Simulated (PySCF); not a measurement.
## Löwdin shares of the frontier orbitals

Compound: C6H8F3P.
Geometry (PBE0-D3(BJ)/def2-SVP, Å), atoms numbered from 1 in this order:
```
atom  x, y, z in Å
C1     3.180   -1.445    0.165
C2     2.514   -0.477   -0.130
C3     1.677    0.657   -0.470
P4     0.028    0.552    0.414
C5    -0.728   -0.871   -0.501
C6    -2.149   -1.183   -0.054
C7    -0.772    1.961   -0.559
F8    -2.058    2.097   -0.221
F9    -0.731    1.804   -1.890
F10   -0.150    3.113   -0.285
H11    3.785   -2.295    0.423
H12    2.153    1.600   -0.155
H13    1.519    0.711   -1.561
H14   -0.058   -1.722   -0.290
H15   -0.676   -0.685   -1.586
H16   -2.197   -1.368    1.030
H17   -2.837   -0.355   -0.280
H18   -2.528   -2.081   -0.566
```

Theory: PySCF 2.14.0, density-fitted response routines, TDDFT PBE0/def2-SVPD, vertical, gas phase, core orbitals frozen in the response.

Kohn–Sham orbitals with the atoms that hold most of them (Löwdin shares over 4%, at most four atoms; ? is withheld):

```tsv
orbital	ε (eV)	atoms
HOMO-3	-9.48	C5 21%, P4 18%, C6 13%, C7 9%
HOMO-2	-8.20	C1 38%, C2 38%, C3 6%, P4 6%
HOMO-1	-8.05	C1 37%, C2 34%, C3 8%, P4 7%
HOMO	-7.49	?
LUMO	0.13	P4 31%, C3 12%, C2 12%, C1 10%
LUMO+1	0.15	P4 25%, C1 13%, C2 10%, C5 8%
LUMO+2	0.64	C2 20%, C1 18%, H12 13%, C3 12%
```

(1) Give the leading atoms of the HOMO.

(2) How does S1 compare with the orbital gap of 7.62 eV?

Answers

(1) P4 (bonded to 3 C) 53%; C3 (bonded to C, P and 2 H) 10%; C5 (bonded to C, P and 2 H) 10%; C1 (bonded to C and H) 5%. By element: phosphorus 53%, carbon 26% or more.

(2) S1 is at 6.37 eV (f = 0.025), 1.25 eV below the gap, made of HOMO→LUMO (36%), HOMO-2→LUMO (14%), HOMO-2→LUMO+2 (13%). 

Next come S2 at 6.46 eV (f 0.038), HOMO→LUMO+1 (61%), HOMO-1→LUMO+1 (14%), HOMO→LUMO (9%); S3 at 6.54 eV (f 0.064), HOMO→LUMO (48%), HOMO→LUMO+1 (20%); S4 at 6.66 eV (f 0.0008), HOMO-1→LUMO (25%), HOMO→LUMO+2 (22%), HOMO-2→LUMO+1 (11%); S5 at 6.78 eV (f 0.011), HOMO-1→LUMO+1 (26%), HOMO-2→LUMO (22%), HOMO→LUMO+1 (14%).

One conformer stands for the species.
